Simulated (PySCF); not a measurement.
PySCF was given this input:
```python
from pyscf import gto, scf, dft

mol = gto.Mole()
mol.atom = '''
    O     0.80169153    1.21036818   -0.78500168
    Si   -0.00155826    0.06695959    0.00097013
    O    -1.14740751    0.57130455    1.01546751
    O    -0.78155906   -0.91017348   -1.11280656
    O     1.03557607   -0.91696770    0.84020463
    H     1.11733032    2.02833028   -0.42110144
    H    -1.42650990    0.20162472    1.78357197
    H    -1.15057192   -0.63218110   -1.91350443
    H     1.63577263   -1.63990255    0.57600096
'''
mol.basis = 'sto-3g'
mol.charge = 1
mol.spin = 1
mol.verbose = 4
mol.build()

mf = dft.UKS(mol)
mf.xc = 'r2scan'
mf.kernel()
g = mf.nuc_grad_method()
grad = g.kernel()
```

Q: What does this run give for the number of basis functions, HOMO energy, Mulliken (on the basis functions themselves) charges in atom order, nuclear repulsion energy, total energy, <S^2>?

A: 
```
Property                                                                                                                                           Value
------------------------------------------------------------------  ------------------------------------------------------------------------------------
number of basis functions                                                                                                                             33
HOMO energy                                                                                                                                     -9.87 eV
Mulliken (on the basis functions themselves) charges in atom order  O1 -0.40, Si2 1.30, O3 -0.41, O4 -0.36, O5 -0.35, H6 0.30, H7 0.32, H8 0.31, H9 0.30
nuclear repulsion energy                                                                                                                     268.3959 Eh
total energy                                                                                                                                -584.8671 Eh
<S^2>                                                                                                                                              0.752
```

These values belong to the state on which the SCF converged, which isn't shown to be the lowest.
